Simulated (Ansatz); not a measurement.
Input and output for `C[O][Ti]([OH])([O]C)[S]C`.

```yaml
crystal:
  periodic: [false, false, false]
  atoms:
    - {symbol: C, position_ang: [-1.479640, -1.244771, 1.665091]}
    - {symbol: O, position_ang: [-0.354735, -0.494933, 1.335462]}
    - {symbol: Ti, position_ang: [0.535740, 0.453843, 0.126109]}
    - {symbol: O, position_ang: [2.220802, 0.725470, 0.730699]}
    - {symbol: O, position_ang: [-0.288876, 1.903642, -0.434884]}
    - {symbol: C, position_ang: [-1.213346, 2.890640, -0.752819]}
    - {symbol: S, position_ang: [0.610232, -0.847868, -1.769319]}
    - {symbol: C, position_ang: [1.559089, -2.250471, -1.101564]}
    - {symbol: H, position_ang: [-2.304987, -0.591878, 1.968558]}
    - {symbol: H, position_ang: [-1.807903, -1.846301, 0.810036]}
    - {symbol: H, position_ang: [-1.245910, -1.914544, 2.498759]}
    - {symbol: H, position_ang: [2.865355, 1.374142, 0.444929]}
    - {symbol: H, position_ang: [-2.136666, 2.757086, -0.180376]}
    - {symbol: H, position_ang: [-1.452300, 2.845141, -1.819677]}
    - {symbol: H, position_ang: [-0.800275, 3.879058, -0.529129]}
    - {symbol: H, position_ang: [1.737196, -2.950293, -1.918361]}
    - {symbol: H, position_ang: [1.000742, -2.760390, -0.316394]}
    - {symbol: H, position_ang: [2.517783, -1.916374, -0.705020]}
basis:
  gaussian: {orbitals: STO-3G}
hamiltonian: {xc: {name: wB97X}}
accuracy: high
```

```sh
$ ansatz run in.yaml --threads 4 --pin off --events-out ev --progress --plain --max-ram 66560MiB --backend cpu
```

Output, abridged:

```
Functional definition: wB97X
1580 factors; integrals over basis functions are off by at most 7.5e-9 eV
428 factors; integrals over basis functions are off by at most 1.5e-9 eV
mean field evaluation 1: about -42886.4777 eV, gradient 4.1e1 eV
mean field evaluation 2: about -42886.1860 eV, gradient 4.9e1 eV
mean field evaluation 4: about -42891.9108 eV, gradient 1.3e0 eV
mean field evaluation 8: about -42891.8102 eV, gradient 5.4e-2 eV
mean field evaluation 16: about -42891.8102 eV, gradient 2.9e-5 eV
mean field -42891.81018904 eV, -1576.2449513342 hartree, gradient 3.8e-8 eV, S^2 0.000000; 0 other end points of the search recorded, 0 dependent functions left out
reference -42891.81018592 eV, -1576.2449512195 hartree; 45, 45 occupied and 22, 22 virtual orbitals, 1580 factors
Total energy: -42891.81018592 eV, -1576.2449512195 hartree
```

Hardware: 4 threads of a server CPU on a shared host. Wall time 15 s, peak host memory 0.78 GiB.
